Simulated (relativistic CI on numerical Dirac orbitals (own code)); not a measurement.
## Tc4+: resonant inelastic scattering at the L2,3 edge

Computed with this model: Dirac-Coulomb-Breit CI, separate exchange-only KLI orbitals for each configuration, model QED (radiative potential, 1s self-energy scaled to tabulated hydrogen-like ionisation energies), Kramers-Heisenberg scattering through one core-hole configuration in a parametric crystal field, unscaled Slater integrals; configurations [Kr] 4d3 → [He] 2s2 2p5 3s2 3p6 3d10 4s2 4p6 4d4; 10 K; core-hole width 1.6 eV; summed over polarisations. Incident energies are the highest absorption maxima for each field (at most a few, so the weaker spin-orbit partner edge can be absent), on the computed scale of the free ion. Intensities are in per cent of the strongest line above 0.02 eV; levels within 1 cm⁻¹ are merged; final levels count from the ground level, the first row holds all elastic scattering, lines under 0.4 are left out and each table stops after 24 rows. The scale of the Slater integrals is a model choice and moves the terms in proportion.

Field parameters in Wybourne normalisation: D3d B²₀ = −7Dσ, B⁴₀ = −14Dq − 21Dτ, B⁴₃ = −14√(10/7) Dq. The field is a parameter set, without covalency.

S is read from ⟨S²⟩ = S(S + 1).

D3d, 10Dq = 19900, Dσ = -1200, Dτ = -190 cm⁻¹:

```
Final level (eV)  Degeneracy  Irrep     S  2684.4 eV  2800.5 eV
           0.000           2     Γ4  1.50     2160.6      457.8
           0.003           2  Γ5+Γ6  1.50       14.2       23.8
           1.912           2     Γ4  0.77       13.5       30.9
           1.997           2  Γ5+Γ6  0.73       10.3       27.5
           2.187           2     Γ4  0.95        7.6       24.9
           2.189           2  Γ5+Γ6  0.85        7.8       43.8
           2.190           2     Γ4  1.31       22.9       27.0
           2.257           2     Γ4  1.24       64.2       26.3
           2.315           2  Γ5+Γ6  1.20       86.6        9.1
           2.315           2     Γ4  1.35       24.4        6.5
           2.345           2     Γ4  0.85       25.8       37.4
           2.612           2  Γ5+Γ6  1.44       13.9        7.6
           2.631           2     Γ4  1.44      100.0       24.7
           3.164           2     Γ4  0.69       31.0       51.8
           3.384           2  Γ5+Γ6  0.97       23.9       39.2
           3.404           2     Γ4  1.23       12.3       11.6
           3.503           2     Γ4  1.42       16.3        4.3
           3.510           2     Γ4  1.48       31.6        9.8
           3.536           2  Γ5+Γ6  1.33       31.5       12.2
           3.578           2     Γ4  1.44       53.0       10.1
           3.626           2  Γ5+Γ6  1.37       12.1        4.1
           3.683           2     Γ4  0.92       13.0        6.5
           4.191           2     Γ4  0.57        1.9        1.1
           4.293           2     Γ4  0.52        2.0        1.3
```

D3d, 10Dq = 19900, Dσ = -860, Dτ = -190 cm⁻¹:

| Final level (eV) | Degeneracy | Irrep | S | 2684.4 eV | 2800.5 eV | 2802.4 eV |
| --- | --- | --- | --- | --- | --- | --- |
| 0.000 | 2 | Γ4 | 1.50 | 2307.2 | 495.7 | 163.9 |
| 0.002 | 2 | Γ5+Γ6 | 1.50 | 14.7 | 24.5 | 10.6 |
| 1.963 | 2 | Γ4 | 0.79 | 13.5 | 35.8 | 11.0 |
| 2.036 | 2 | Γ5+Γ6 | 0.74 | 9.6 | 27.7 | 12.2 |
| 2.204 | 2 | Γ4 | 0.80 | 6.3 | 23.2 | 6.0 |
| 2.207 | 2 | Γ5+Γ6 | 0.79 | 7.1 | 43.0 | 8.3 |
| 2.218 | 2 | Γ4 | 1.26 | 25.5 | 29.4 | 6.6 |
| 2.284 | 2 | Γ4 | 1.30 | 59.2 | 31.6 | 7.5 |
| 2.334 | 2 | Γ4 | 1.06 | 53.8 | 39.5 | 12.8 |
| 2.338 | 2 | Γ5+Γ6 | 1.27 | 88.4 | 13.9 | 9.9 |
| 2.356 | 2 | Γ4 | 1.28 | 16.9 | 5.2 | 3.9 |
| 2.573 | 2 | Γ5+Γ6 | 1.42 | 23.8 | 9.2 | 5.4 |
| 2.588 | 2 | Γ4 | 1.42 | 100.0 | 23.0 | 4.3 |
| 3.189 | 2 | Γ4 | 0.73 | 31.2 | 54.3 | 16.2 |
| 3.334 | 2 | Γ5+Γ6 | 0.86 | 26.1 | 40.6 | 15.6 |
| 3.358 | 2 | Γ4 | 1.16 | 15.2 | 17.6 | 7.2 |
| 3.483 | 2 | Γ4 | 1.42 | 16.2 | 2.9 | 0.9 |
| 3.487 | 2 | Γ4 | 1.47 | 38.4 | 9.7 | 4.4 |
| 3.504 | 2 | Γ5+Γ6 | 1.35 | 32.6 | 13.2 | 2.9 |
| 3.569 | 2 | Γ4 | 1.37 | 45.0 | 12.5 | 3.3 |
| 3.611 | 2 | Γ5+Γ6 | 1.43 | 13.0 | 4.2 | 1.3 |
| 3.628 | 2 | Γ4 | 1.07 | 21.3 | 5.3 | 3.2 |
| 4.206 | 2 | Γ4 | 0.57 | 1.8 | 1.0 | 1.8 |
| 4.347 | 2 | Γ4 | 0.52 | 2.3 | 1.6 | 8.0 |

For the first field the strongest loss at the lowest incident energy is the level at 2.63 eV (S = 1.44, against 1.50 in the thermal ground state). Levels of other spin, the first over 8 % at 1.91 eV, appear because spin-orbit coupling of the core hole, and in heavier ions of the valence shell too, mixes spins.
